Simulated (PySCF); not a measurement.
Compound: CH₂Br₂.
Atom-mapped SMILES: `[Br:1][CH2:2][Br:3]` (hydrogens: H4, H5 on C2)

Computed with core-valence-separated Tamm–Dancoff BHandHLYP/aug-pcX-1 (pcseg-1 on H, def2-SVPD on Br) in PySCF, non-relativistic, gas phase, PBE0-D3(BJ)/def2-SVP geometry. The energies are unshifted.

(1) What does the C 1s absorption edge look like?

Results:

(1) 
```csv
E (eV),f,core hole on,main final orbital
285.22,0.0458,C2,LUMO (74 %)
285.55,0.0826,C2,LUMO+1 (48 %)
288.38,0.0159,C2,LUMO+2 (60 %)
288.88,0.0369,C2,LUMO+3 (67 %)
290.46,0.0051,C2,"LUMO+4/LUMO+5 (2 roots, f summed)"
291.03,0.0005,C2,LUMO+6 (32 %)
```

The first line with a tenth or more of the strongest one's intensity is at 285.22 eV (f = 0.046), with the hole on C2 (sp3 C–Br carbon). The strongest listed is at 285.55 eV (f = 0.083; C2).

Roots within 0.03 eV whose holes lie on the same, on equivalent or on shared atoms are summed into one line, and the highest roots are left out, as the search may have cut off their partners. Final orbitals are the ground state's empty Kohn–Sham orbitals.

**Question.** What is the summed oscillator strength of the listed C K lines, and their intensity-weighted mean energy?

**Answer.** Σf = 0.187 over 6 lines from 285.22 to 291.03 eV; the weighted mean is 286.52 eV. The strongest line holds 44 % of the sum.

The ionisation thresholds weren't computed; near and above them a finite basis only mimics Rydberg series and continuum. Relativistic effects, spin–orbit coupling among them, are left out although an element past zinc is present.

Hardware: one thread of an AMD EPYC 9R45, shared host with 96 logical CPUs at a one-minute load of 8.5. Cost: 1.6 s wall, 0.52 GiB resident at most.
